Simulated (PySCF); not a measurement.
Vertical excitations of a molecule C2H8BN3 from TDA-LC-ωPBE/def2-SVPD run with PySCF, as energy in eV (oscillator strength): 6.27 (0.000), 6.49 (0.005), 7.29 (0.013), 7.43 (0.001), 7.97 (0.002), 8.21 (0.043), 8.28 (0.074), 8.39 (0.079), 8.43 (0.001), 8.62 (0.056). Lowest triplet (TDA): 6.04 eV. Geometry: B3LYP-D3(BJ)/def2-SVP. The values are those of a single conformer.

**Question.** Pick the molecule that these values belong to.
A) C/C=N/B(N)N
B) NB1NCCN1
C) C/N=C/B(N)N

**Answer.** B, NB1NCCN1
